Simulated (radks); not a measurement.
The numbers below are computed, except where a source is named.
Question: Valence configurations of F II (all share [He]). Code: a radial shooting solver on a logarithmic mesh with Libxc functionals. Model: non-relativistic Kohn-Sham, SCAN, spin-polarised, spherical densities, point nucleus; open shells are filled with parallel spins first; meta-GGA in the generalised Kohn-Sham scheme. Order these by energy: 2s2 2p4; 2p6; 2s1.5 2p4.5; 2s1 2p5; 2s0.5 2p5.5.

Answer: From the lowest, in eV above it: 2s2 2p4 0.000; 2s1.5 2p4.5 10.240; 2s1 2p5 19.986; 2s0.5 2p5.5 32.395; 2p6 43.317. NIST lists [He] 2s2 2p4 as the ground configuration; this level of theory agrees among the configurations tried. The energies are those of spherical high-spin densities, not of single terms.
